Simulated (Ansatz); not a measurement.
`BS[SiH](C)Cl`. Charge 0, multiplicity 1.

Cartesian coordinates in Å:
```
B 0.0372 1.4113 -1.7367
S -0.0286 -0.3561 -1.8661
Si 0.6119 -0.8027 0.1402
C -0.7014 -0.3938 1.3804
Cl 0.9935 -2.8222 0.1985
H -0.2913 2.0417 -2.6930
H 0.3991 1.9492 -0.7318
H 1.8855 -0.0979 0.4053
H -0.9213 0.6761 1.3589
H -1.6183 -0.9436 1.1592
H -0.3663 -0.6620 2.3852
```

Question: List the harmonic frequencies (cm⁻¹, unscaled) at PBE0-D4/def2-TZVP in Ansatz. (Best estimate.)

Answer: Computed: 59, 132, 167, 184, 198, 235, 384, 482, 546, 675, 735, 752, 803, 830, 838, 893, 943, 1206, 1276, 1441, 1442, 2254, 2587, 2692, 3054, 3143, 3150.

Question: Is this a minimum?

Answer: Yes, all 27 modes are real.

Question: Give the ideal-gas thermochemistry at 298.15 K and 1 bar (rigid rotor, harmonic oscillator; point group C1, symmetry number 1).

Answer: Zero-point energy 186.0 kJ/mol; H(298) − E = 209.6 kJ/mol; entropy 371.4 J/(mol·K), of which translation 169.0, rotation 117.8, vibration 84.6; G(298) − E = 98.9 kJ/mol. Modes under 100 cm⁻¹ are hindered rotations or soft bends, so the harmonic entropy is rough.

Question: And at 400, 500, 600, 800 and 1000 K?

Answer: 
```
T (K)  H − E (kJ/mol)  S (J/mol/K)  G − E (kJ/mol)
  400           223.0        410.0            59.0
  500           238.1        443.7            16.3
  600           254.7        473.9           -29.6
  800           291.2        526.2          -129.8
 1000           331.1        570.6          -239.6
```
